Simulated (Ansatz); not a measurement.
Two isomers of C8H16: A = `C[C@H]1CC[C@@H](C)CC1`, B = `CC(C)=CC(C)(C)C`.

Computed with Ansatz on PBE0-D4/def2-TZVP structures; ΔE is electronic, products minus reactants. CCSD(T)/CBS is the MP2 limit (def2-TZVPP, def2-QZVPP) plus CCSD(T) − MP2 in def2-TZVPP, frozen cores. DFT in def2-TZVPP. B3LYP here is the variant with VWN-RPA as its local correlation; programs differ in this.

(1) Which is lower in electronic energy at CCSD(T)/CBS, and by how much? (Estimate.)

(2) Give E(B) − E(A) in kcal/mol with CCSD(T)/def2-TZVPP, CCSD/def2-TZVPP, ωB97M-V, B3LYP, PBE0-D4, CCSD(T)/def2-SVP, MP2/def2-TZVPP. (An estimate is asked.)

Largest T1 diagnostic: 0.009.

Answers

(1) The calculation gave: A, by 19.4 kcal/mol.

(2) Ansatz gave: CCSD(T)/def2-TZVPP 19.3, CCSD/def2-TZVPP 20.2, ωB97M-V 20.2, B3LYP 15.5, PBE0-D4 22.1, CCSD(T)/def2-SVP 21.3, MP2/def2-TZVPP 20.4. None reverses the order clearly.

From BLYP to BHLYP (50 % exact exchange), in def2-TZVPP and without D4, E(B) − E(A) moves by +7.3 kcal/mol. In def2-TZVPP, CCSD(T) changes the Hartree–Fock value by +0.8 kcal/mol (the triples alone add −0.9 kcal/mol) and MP2 by +1.9 kcal/mol.
